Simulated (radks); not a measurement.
Numerical settings for neutral hydrogen, 1s1. All-electron calculation, scalar-relativistic Kohn-Sham, PBE, spin-polarised, spherical densities, finite nucleus; open shells are filled with parallel spins first; Gaussian nuclear charge, rms radius 0.8783 fm. Program: a radial shooting solver on a logarithmic mesh with Libxc functionals. The defaults (mesh step 0.008 in ln r, mesh end at 40 bohr or more with all orbitals vanishing there, Anderson mixing 0.5 over 9 steps, residual threshold near 1e-9 with the energy settled to 1e-9 hartree or 1e-11 of itself, here a cap of 51 iterations) give E = -0.5000 hartree and 1s at -7.595 eV in 21 iterations. Run on one thread of a shared host, so times are rough (Arm Neoverse N1): 0.08 s of CPU time, 0.08 s wall, 21 iterations on 2189 mesh points. Changes against that run (0 stands for a change within the tolerance of the run):

setting                     iterations  converged  E (mhartree)  e(1s) (meV)  CPU (s)
mesh step in ln r 0.05              12        yes             0            0     0.02
mesh step in ln r 0.03              12        yes             0            0     0.02
mesh step in ln r 0.005             51         no             0            0     0.27
mesh end (bohr) 8                   20        yes       +0.0699        +10.2     0.07
mesh end (bohr) 400                 21        yes             0            0     0.08
residual threshold 1e-16            51         no             0            0     0.18
residual threshold 1e-05             7        yes             0      +0.0092     0.03
mixing 0.05                         27        yes             0            0      0.1
linear mixing, mixing 1             51         no             0            0     0.13
linear mixing, mixing 0.05          51         no      +0.00456         -440     0.15
mixing history 20                   24        yes             0            0      0.1
iteration cap 3                      3         no      +0.00164        +8.35     0.01

No run marked as converged misses the energy by more than 1 mhartree. A mesh that ends early acts as a hard wall.
